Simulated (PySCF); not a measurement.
**Dipole moment and polarisability of carbon sulfide selenide**

Carbon sulfide selenide, CSSe.
Structure used (PBE0-D3(BJ)/def2-TZVP), in Å, numbered top down from 1:
```xyz
3
CSSe angstrom
S     -1.5580   -0.1414    0.0320
C     -0.0297    0.0833    0.0213
Se     1.6444    0.3303    0.0095
```

Level: CAM-B3LYP/aug-cc-pVTZ (PySCF), static field, nuclei fixed, core orbitals frozen in the response. The polarisability tensor in these axes (au):

```
x   106.70   9.54  -0.45
y     9.54  43.33  -0.07
z    -0.45  -0.07  41.93
```

Question: Give the principal values, the mean and the anisotropy Δα = √{½[(α1 − α2)² + (α2 − α3)² + (α1 − α3)²]}.

Answer: Principal values 41.93, 41.93 and 108.11 au; mean 63.99 au = 9.48 Å³ = 10.55 × 10⁻⁴⁰ C²·m²/J; Δα = 66.19 au (103 % of the mean).

Question: What is the dipole moment?

Answer: 0.06 D at this geometry.

Question: Find the Langevin capture rate constant for H3O+ (19.018 u) meeting this molecule (123.889 u), k = 2.342 × 10⁻⁹ cm³/s × √(α in Å³ / reduced mass in u).

Answer: The reduced mass is 16.49 u, so k = 1.78 × 10⁻⁹ cm³/s.

Question: What molar refraction does this α imply?

Answer: Lorentz–Lorenz: R = (4π/3)N_A α = 2.5225 cm³/(mol·Å³) × 9.48 Å³ = 23.9 cm³/mol, in the limit of long wavelengths.

Question: Refractivity n − 1 of an ideal gas of it at 400 K and 1 atm, from the electronic α?

Answer: N = p/kT = 1.8347 × 10¹⁹ cm⁻³, so n − 1 = 2π × N × 9.48 × 10⁻²⁴ cm³ = 1093 × 10⁻⁶ at long wavelengths, for an ideal gas.

Geometry: PBE0-D3(BJ)/def2-TZVP; no solvent, vibrations or thermal averaging. The calculation is non-relativistic, for selenium too.

The run behind these numbers computed excited states as well. Time: 10 s; peak memory 0.63 GiB. Hardware: Arm Neoverse V1, one thread, shared host with 32 logical CPUs at a one-minute load of 14.
